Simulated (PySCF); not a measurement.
C6H13P: full NMR table

```
Formula                               : C6H13P
SMILES                                : C=C(C)P(=C)(C)C
Point group of the computed structure : C1
Carbon signals                        : 5
Proton signals                        : 5
```

Atom-mapped SMILES (the numbers label the heavy atoms): `[CH2:1]=[C:2]([CH3:3])[P:4](=[CH2:5])([CH3:6])[CH3:7]`. Hydrogens are named by the atom that carries them. Ha(C1) is cis to C3; Hb(C1) is trans to C3.

Averaged over atoms made equivalent by symmetry, fast rotation or ring inversion, no solvent, non-relativistic, a single conformation. GIAO PBE0/pcSseg-1 shieldings; GFN2-xTB structure; PySCF 2.14.0 with density-fitted response routines.

Scale: TMS for $^{1}$H (σ = 31.72 ppm) and $^{13}$C (σ = 186.93 ppm); $^{31}$P (σ = 318.38 ppm) against H3PO4 (reference shieldings calculated alike).

```tsv
carbon	δC, type	δH (multiplicity)	HMBC from (2–3 bonds)	span of the C tensor (ppm)
C1	123.7, CH2	Hb(C1) 5.48 (m); Ha(C1) 5.63 (m)	H(C3)	199
C2	160.5, C	–	Ha(C1), Hb(C1), H(C3), H(C6)/H(C7), H(C5)	240
C3	20.8, CH3	1.91 (m)	Ha(C1), Hb(C1)	34
C5	3.4, CH2	0.07 (m)	H(C6)/H(C7)	32
C6/C7	16.3, CH3	1.42 (m)	H(C6)/H(C7), H(C5)	39
```

Other nuclei:
```csv
atoms,nucleus,environment,δ (ppm),σ (ppm)
P4,$^{31}$P,phosphorus bonded to 4 C,-10.5,328.8
```

1. δC 160.5: fully substituted alkene carbon; an sp2 carbon of a C=C bond.
2. δC 123.7: terminal =CH2 carbon; as expected for a trigonal carbon in a double bond.
3. δC 20.8: allylic methyl carbon; a saturated carbon with 1 carbon neighbour and no heteroatom attached.
4. δH 5.63, 5.48: hydrogen on a terminal =CH2 carbon; olefinic region.
5. δH 1.91: hydrogen on an allylic methyl carbon; allylic position.

Splittings by $^{31}$P in the carbon and heteronuclear signals aren't shown, as no couplings were computed. Shifts are as computed. Against solution values, carbons near 30 ppm lie about +3 ppm off and those near 130 ppm about +5 ppm. Of 1211 compounds with measured shifts, 218 miss one by over three times the rms of a fit or turn the order of signals round; such compounds aren't used in these exercises. Experimental scales use liquid or dissolved standards, which lie at an offset from isolated H3PO4. Multiplicities follow the n + 1 count of equivalent neighbours, as no J values were calculated; m marks all less simple cases, F and P coupling included.
